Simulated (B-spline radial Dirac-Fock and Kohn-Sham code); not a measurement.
Auger decay of the 4s hole in Pb⁴⁺

System: the Pb⁴⁺ ion in the configuration [Xe] 4f14 5d10.

The run's input, task.json:

```json
{"items": [{
  "Z": 82,
  "q": 4,
  "cfg": [[1, 0, 2], [2, 0, 2], [2, 1, 6], [3, 0, 2], [3, 1, 6], [3, 2, 10], [4, 0, 2], [4, 1, 6], [4, 2, 10], [4, 3, 14], [5, 0, 2], [5, 1, 6], [5, 2, 10]],
  "A": 208,
  "rrms": 5.5012,
  "do": ["binding", "quiet", "decay"],
  "holes": ["K", "L1", "L2", "L3", "M1", "M2", "M3", "M4", "M5", "N1", "N2", "N3", "N4", "N5", "N6", "N7"]
}]}
```

Command: `python xray_run.py task.json out`

Method: a relativistic independent-particle model: LDA orbitals of the hole state, radiative multipoles to third order, Auger rates from the Coulomb interaction with a continuum orbital, Dirac-Fock energies. Computed with a B-spline atomic structure program. Kinetic energies are configuration averages from the vacuum level; the two-hole energies are estimated from single-hole states.

| transition | kinetic energy (eV) | width (meV) | share (%) |
| --- | --- | --- | --- |
| N1-N3O1 | 21.52 | 851 | 6.7 |
| N1-N3N6 | 24.11 | 552 | 4.3 |
| N1-N3N7 | 29.84 | 939 | 7.4 |
| N1-N2O4 | 40.28 | 944 | 7.4 |
| N1-N2O5 | 43.12 | 1530 | 12.0 |
| N1-N3O2 | 67.83 | 987 | 7.7 |
| N1-N3O3 | 91.69 | 1050 | 8.3 |
| N1-N3O4 | 160.4 | 846 | 6.6 |
| N1-N3O5 | 163.5 | 1050 | 8.3 |
| N1-N7O1 | 534.9 | 432 | 3.4 |

Coster-Kronig rates are the weakest part of this model and often come out 1.5 to 2.5 times too large. The listed channels hold 72 % of the non-radiative rate. Summed by principal shells, of 12.7 eV in all: NNO 77.5 %, NNN 20.8 %, NOO 1.8 %.
